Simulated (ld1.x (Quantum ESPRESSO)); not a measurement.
Which change was made? (Co, RRKJ)

ld1.x (Quantum ESPRESSO) 7.5 input, shortened:

```
&input
   title='Co', zed=27., rel=1, dft='PBE', iswitch=3,
   config='[Ar] 3d7 4s1.5 4p0'
 /
 &inputp
   pseudotype=2, tm=.false., rho0=0.02, lloc=-2, rcloc=1.15,
   nlcc=.true., rcore=1.00
 /
3
4S  1  0   1.50   0.00  2.50  2.50  0.0
4P  2  1   0.00   0.00  2.45  2.45  0.0
3D  3  2   7.00   0.00  1.30  1.30  0.0
 &test
   configts(1)='3d7 4s1.5 4p0'
 /
```

Cutoffs, loose and tight: the cutoffs (Ry, on a coarse ladder) from which the occupation-weighted sum of valence levels, in a spherical-Bessel basis at the reference potential, stays within 10 and 1 mRy of its value at 400 Ry. They do not see the model core or the augmentation charge, which bear on the density cutoff. Test errors are all-electron minus pseudo excitation energies from the reference, over the configurations 3d7 4s2 4p0; 3d7 4s1 4p0; 3d7 4s0 4p0; 3d7.5 4s1.5 4p0; 3d7 4s0 4p1; 3d8 4s0 4p0; 3d8 4s1 4p0; variants that change the core or the reference have their own tests. The largest error is taken over the tests solved by every variant that gives reliable tests at all, those not shown here included: 3d7 4s0 4p0; 3d7 4s0 4p1; 3d7 4s1 4p0; 3d7 4s2 4p0; 3d8 4s0 4p0.

The base gives: outcome: generated; cutoff, loose: 110 Ry; cutoff, tight: 160 Ry; bound ghosts: s; largest test error (meV): -107.

Problem. After one change the result is: outcome: generated; cutoff, loose: 110 Ry; cutoff, tight: 160 Ry; bound ghosts: none; largest test error (meV): -170. Which change was it?
A. local potential all-electron potential smoothed inside 1.96 bohr (lloc = -2)
B. local potential all-electron potential smoothed inside 1.40 bohr (lloc = -2)
C. local potential all-electron potential smoothed inside 2.46 bohr (lloc = -2)

Solution. A. The others give: local potential all-electron potential smoothed inside 1.40 bohr (lloc = -2) → outcome: generated; cutoff, loose: 110 Ry; cutoff, tight: 160 Ry; bound ghosts: none; largest test error (meV): -118 | local potential all-electron potential smoothed inside 2.46 bohr (lloc = -2) → outcome: generated; cutoff, loose: 110 Ry; cutoff, tight: 160 Ry; bound ghosts: none; largest test error (meV): -230.
